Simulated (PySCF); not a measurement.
Isomers of C5H11NOSi2 and their computed core-level spectra.

Theory: delta-SCF UKS SCAN, pcX-2 on the ionised atom, pcseg-1 elsewhere, spin-free X2C (PySCF). Geometries: PBE0-D3(BJ)/def2-SVP; isolated species, one conformer each.

Line lists (1s up to Mg, 2p3/2 beyond; areas count atoms within a level, one atom standing for each set equivalent by bonding):
1. C 1s: 290.60 (area 1), 291.03 (area 1), 291.13 (area 1), 291.93 (area 1), 291.98 (area 1) eV; N 1s: 404.71 eV; O 1s: 538.04 eV; Si 2p3/2: 107.40 (area 1), 107.79 (area 1) eV
2. C 1s: 290.02 (area 1), 290.11 (area 1), 290.26 (area 1), 290.74 (area 1), 291.35 (area 1) eV; N 1s: 404.31 eV; O 1s: 539.54 eV; Si 2p3/2: 105.89 (area 1), 106.21 (area 1) eV
3. C 1s: 290.02 (area 1), 290.04 (area 1), 290.11 (area 1), 290.38 (area 1), 291.67 (area 1) eV; N 1s: 404.26 eV; O 1s: 537.26 eV; Si 2p3/2: 106.90 (area 1), 107.10 (area 1) eV

Structures:
A. `C[SiH2][Si@@H](N)c1ccco1`
B. `[SiH3]O[SiH2][C@H]1[C@@H](CC1)C#N`
C. `C#C[Si@@H]1CC[Si@H](NC)O1`

Question: Which list belongs to which compound?

Answer: 
- 1 = B: another candidate has the same counts of sites, so positions decide. C 1s: 290.60 sp3 carbon bound to silicon, 291.03 four-membered-ring carbon, 291.13 four-membered-ring carbon, 291.93 sp3 carbon next to a nitrile, 291.98 nitrile carbon; N 1s: 404.71 nitrile nitrogen; O 1s: 538.04 siloxane oxygen; Si 2p3/2: 107.40 oxygen-bound silicon, 107.79 oxygen-bound silicon.
- 2 = A: another candidate has the same counts of sites, so positions decide. C 1s: 290.02 Si-methyl carbon, 290.11 aromatic CH carbon, 290.26 aromatic CH carbon, 290.74 substituted aromatic carbon, 291.35 aromatic CH next to a ring oxygen; N 1s: 404.31 silicon-bound nitrogen; O 1s: 539.54 furan-type oxygen; Si 2p3/2: 105.89 SiH2 silicon, 106.21 SiH silicon.
- 3 = C: another candidate has the same counts of sites, so positions decide. C 1s: 290.02 sp3 carbon bound to silicon, 290.04 sp3 carbon bound to silicon, 290.11 alkyne carbon, 290.38 terminal alkyne carbon, 291.67 N-methyl carbon; N 1s: 404.26 silicon-bound nitrogen; O 1s: 537.26 siloxane oxygen; Si 2p3/2: 106.90 oxygen-bound silicon, 107.10 oxygen-bound silicon.

Spin–orbit coupling isn't in the SCF: each 2p doublet comes from a relaxed spin-free hole plus a matrix of the shell (mean-field spin–orbit coupling and the ground-state 2p splitting), with 2p3/2 averaged over its two sublevels. 2 of these hole states are spin-contaminated (⟨S²⟩ up to 0.87, against 0.75; counted from 0.85) and less certain.
